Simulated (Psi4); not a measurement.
Noncovalent pair: C2H4 (SMILES C=C) (first 6 atoms) with CO (SMILES [C-]#[O+]); geometry from B3LYP-D3(BJ)/def2-TZVP, rigid monomers moved along the line of their centres of mass till C1···C7 is 6.16 Å.
(charge 0, multiplicity 1):
```xyz
8

C      0.5529     0.3781     0.2324
C     -0.5198    -0.3335    -0.0803
H      0.5062     1.4531     0.3593
H      1.5218    -0.0835     0.3774
H     -0.4731    -1.4085    -0.2064
H     -1.4892     0.1287    -0.2219
C      0.5054    -0.0673     6.3774
O     -0.5689    -0.1357     6.7045
```

The numbers are results of SAPT0/jun-cc-pV(D+d)Z (Psi4), not measurements.

### Question
Give the four SAPT terms and the total, and say what mostly holds the pair together.

### Answer
electrostatics -0.03, exchange 0.00, induction 0.00, dispersion -0.03, total -0.06 kcal/mol; the largest attraction is electrostatics.
